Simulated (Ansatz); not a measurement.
```xyz
3

Cr    0.0000    0.0000    0.0000
Mn    0.0000    0.0000    2.4000
H     0.0000    1.2000    3.6000
```

Basis set: pcseg-2 (spherical functions). Some runs use density fitting. Charge 0, multiplicity 3.

Computed with Ansatz (development build ahead of 0.2.0); each method stands on the lowest determinant of its kind that the runs found.

**Question.** Give the atomization energy at this shape (free ground-state atoms in the same class of orbitals less the molecule, no zero-point energy) of triplet CrMnH by PBE0 (unrestricted), UHF.

**Answer.**

```csv
method,atomization energy
PBE0 (unrestricted),1.68 eV
UHF,-0.25 eV
```

Caution: another spin multiplicity may lie lower; the unrestricted determinant is a mixture of spin states.

The shape needn't be a minimum at these levels.
